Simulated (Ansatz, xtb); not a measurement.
**C4H9BO: which of two isomers lies lower**

We compare a, `B1CCCCO1`, a singlet, with b, `COBC1CC1`, a singlet. Both are isolated molecules in the gas phase, relaxed with B3LYP-D3(BJ)/def2-SVP; the shapes shown needn't be the lowest conformers.

a (Å):

```
atom    x (Å)    y (Å)    z (Å)
   C  -2.1787   1.0318  -0.2997
   C  -1.2571   0.3754  -1.3391
   C  -0.3526  -0.6554  -0.6570
   C   0.5043  -0.0044   0.4219
   B  -1.4668   1.2788   1.0869
   O  -0.2487   0.7638   1.3635
   H  -1.9812   1.9079   1.9846
   H  -3.0457   0.3754  -0.0804
   H  -2.6305   1.9669  -0.6738
   H  -1.8293  -0.0947  -2.1560
   H  -0.6223   1.1459  -1.8128
   H  -0.9717  -1.4496  -0.2018
   H   0.3149  -1.1507  -1.3817
   H   1.0591  -0.7613   0.9988
   H   1.2509   0.6678  -0.0377
```

b (Å):

```xyz
15

C     0.5226    0.1751   -1.5105
C     0.8005   -1.1754    2.0688
C     1.1700    0.0846    2.8539
C     2.2514   -0.8394    2.4194
B     0.3307   -1.0377    0.5971
O     0.8663   -0.0529   -0.1612
H     0.1155    1.1935   -1.6192
H    -0.2270   -0.5513   -1.8679
H     1.4255    0.0965   -2.1375
H    -0.4967   -1.7785    0.1024
H     0.3540   -1.9773    2.6651
H     0.8989    0.1110    3.9132
H     1.0709    1.0409    2.3330
H     2.7408   -1.4630    3.1729
H     2.8997   -0.5221    1.5978
```

Quicker runs give these differences E(b) − E(a): GFN2-xTB +26.5 kcal/mol; HF/STO-3G +44.4 kcal/mol (at GFN2-xTB geometries); r2SCAN-D4/def2-SVP +25.2 kcal/mol (at GFN2-xTB geometries).

Question: Estimate E(b) − E(a) at the level CCSD(T)/def2-SVP + ΔMP2/def2-TZVPP.

Answer: Calculated at CCSD(T)/def2-SVP + ΔMP2/def2-TZVPP: E(b) − E(a) = +24.6 kcal/mol, so structure a lies lower.

The same difference at several levels:

| level | geometry | E(b) − E(a) (kcal/mol) | departure from the last row (kcal/mol) | job, with rough time for the two |
| --- | --- | --- | --- | --- |
| GFN2-xTB | GFN2-xTB | +26.5 | +1.8 | optimisation, 0.6 s |
| HF/STO-3G | GFN2-xTB | +44.4 | +19.7 | single point, 0.72 s |
| r2SCAN-D4/def2-SVP | GFN2-xTB | +25.2 | +0.5 | single point, 5.7 s |
| B3LYP-D3(BJ)/def2-SVP | B3LYP-D3(BJ)/def2-SVP | +26.2 | +1.5 | optimisation, 62 s |
| HF/def2-SVP | B3LYP-D3(BJ)/def2-SVP | +24.2 | −0.5 | part of the CCSD(T) run |
| MP2/def2-SVP | B3LYP-D3(BJ)/def2-SVP | +24.7 | +0.1 | part of the CCSD(T) run |
| CCSD(T)/def2-SVP | B3LYP-D3(BJ)/def2-SVP | +25.5 | +0.8 | single point |
| CCSD(T)/def2-SVP + ΔMP2/def2-TZVPP | B3LYP-D3(BJ)/def2-SVP | +24.6 |  | single point, 91 s |

As drawn, both hold the same kinds of bond in the same numbers. Structure a has 0 methyl groups, b 1. Structure a has a 6-membered ring, b a 3-membered ring.

The levels shown agree on the order. The largest departure from CCSD(T)/def2-SVP + ΔMP2/def2-TZVPP is that of HF/STO-3G, 19.7 kcal/mol. The last row adds to CCSD(T) the change of the MP2 difference between the two basis sets, here −0.8 kcal/mol.

With thermal terms from frequencies at re-optimised GFN2-xTB minima (ideal gas, soft modes damped towards free rotors, one conformer each, 298.15 K, 1 atm): the zero-point term adds −2.1 kcal/mol; ΔH is +23.5 and ΔG +21.0 kcal/mol.

The correlated steps freeze 6 core orbitals. Run with Ansatz 0.2.0, xtb 6.7.1; the last row on 2 threads of Intel(R) Xeon(R) Processor @ 2.70GHz on a shared host.
